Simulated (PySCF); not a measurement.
**InF and its ions**

PBE0; In def2-TZVPPD with ECP28, F def2-TZVPPD; scalar-relativistic core potentials (PySCF 2.14). Neutral (UKS): singlet (closed shell), Re = 1.998 Å, ωe = 521 cm⁻¹, De = 5.44 eV, HOMO -7.58 eV, LUMO -1.63 eV.

InF⁺ (UKS): doublet (σ ↑), Re = 1.912 Å, ωe = 576 cm⁻¹, De = 1.13 eV to In⁺ + F. The energies at the minima are -289.99081 hartree for InF and -289.62628 for InF⁺.

Task: Work out the adiabatic ionisation energy, without and with harmonic zero-point energies (1 hartree = 27.2114 eV, 1 eV = 8065.5 cm⁻¹), and the change of the bond length.

Result: At PBE0: 0.36453 hartree = 9.919 eV between the minima; the zero-point term (576.0 − 521.0)/2 cm⁻¹ = +0.003 eV makes it 9.923 eV. Re changes by -8.6 pm against the neutral. Minus the HOMO energy is 7.58 eV, -2.34 eV from the value between the minima; self-interaction puts the Kohn–Sham level too high, less so with exact exchange. The electron leaves a σ orbital; in so polar a molecule the change of length follows mostly from the change of the ionic charges.

InF⁻ (UKS): doublet (π ↑), Re = 2.080 Å, ωe = 414 cm⁻¹, De = 2.31 eV to In + F⁻. The energies at the minima are -289.99081 hartree for InF and -289.99520 for InF⁻.

Task: Work out the adiabatic electron affinity, without and with harmonic zero-point energies (1 hartree = 27.2114 eV, 1 eV = 8065.5 cm⁻¹), and the change of the bond length.

Result: At PBE0: 0.00439 hartree = 0.119 eV between the minima; the zero-point term (521.0 − 414.0)/2 cm⁻¹ = +0.007 eV makes it 0.126 eV. Re changes by +8.2 pm against the neutral. The electron enters a π orbital; in so polar a molecule the change of length follows mostly from the change of the ionic charges.

Spin–orbit coupling is left out, which matters for elements this heavy, above all for dissociation energies. For an ion De counts to the pair picked by the measured ionisation energies or electron affinities, which need not be the lowest pair at this level. The highest Kohn–Sham level is positive in this anion. Much of that is self-interaction error, but it also means that the finite basis helps to hold the extra electron. States were picked by a PBE0 search and need not be the measured ground states.
